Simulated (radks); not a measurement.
All-electron atom: Ni II in [Ar] 3d8 4s1 (not the ground configuration).

All-electron calculation, scalar-relativistic Kohn-Sham, PBE, spin-unpolarised, spherical densities, finite nucleus; Fermi nuclear charge, rms radius 3.7757 fm. Program: a radial shooting solver on a logarithmic mesh with Libxc functionals.

Energy parts (hartree):
| part | energy |
|---|---|
| total | -1520.18866 |
| kinetic | 1541.30657 |
| electron-nucleus | -3639.83379 |
| Hartree | 641.36812 |
| exchange-correlation | -63.02956 |

Orbitals (lengths in bohr, moments of r in powers of bohr; <r^-3> diverges for s and p1/2):
1s: occ. 2; eigenvalue (hartree) -302.1272; <r^4> 0.00003983; <r> 0.05409; <r^2> 0.003935
2s: occ. 2; eigenvalue (hartree) -36.41083; <r^4> 0.008725; <r> 0.2449; <r^2> 0.07079
2p: occ. 6; eigenvalue (hartree) -31.37155; <r^4> 0.006557; <r> 0.2153; <r^-3> 624.2; <r^2> 0.05690
3s: occ. 2; eigenvalue (hartree) -4.41607; <r^4> 0.6538; <r> 0.7404; <r^2> 0.6333
3p: occ. 6; eigenvalue (hartree) -2.95873; <r^4> 0.9093; <r> 0.7789; <r^-3> 79.26; <r^2> 0.7166
3d: occ. 8; eigenvalue (hartree) -0.65872; <r^4> 4.787; <r> 0.9910; <r^-3> 7.025; <r^2> 1.308
4s: occ. 1; eigenvalue (hartree) -0.48451; <r^4> 90.35; <r> 2.543; <r^2> 7.429

The highest occupied level is 4s at -13.184 eV. Summed over all electrons, <r^2> = 23.95 bohr^2, which gives a Langevin (diamagnetic) susceptibility term of -19 x 10^-6 cm^3/mol. The density falls to 0.001 e/bohr^3 at r = 3.75 bohr. The electron density at the nucleus is 1.978e+04 e/bohr^3 (large components only).
